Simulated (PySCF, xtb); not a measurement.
C2H6F2Si2, SMILES F/C=C(/[SiH3])[SiH2]F. One conformer was computed; it need not be the lowest.

Harmonic wavenumbers (cm⁻¹) from xtb with GFN2-xTB at its own minimum, in rising order: 24, 84, 107, 160, 197, 236, 318, 421, 502, 520, 564, 585, 590, 720, 757, 767, 777, 784, 816, 819, 974, 1055, 1273, 1655, 2245, 2274, 2275, 2329, 2345, 3049.

Task: What does PySCF with PBE-D3(BJ)/def2-SVP give at its own minimum? (The exact figures need the calculation; the answer reports its results.)

Result: 51, 102, 146, 148, 191, 280, 326, 420, 563, 604, 651, 680, 704, 824, 871, 884, 905, 907, 917, 932, 957, 1117, 1297, 1634, 2158, 2178, 2180, 2185, 2192, 3094. Paired by order, the mean absolute difference is 71 cm⁻¹ and the zero-point energies are 41.8 and 43.0 kcal/mol.
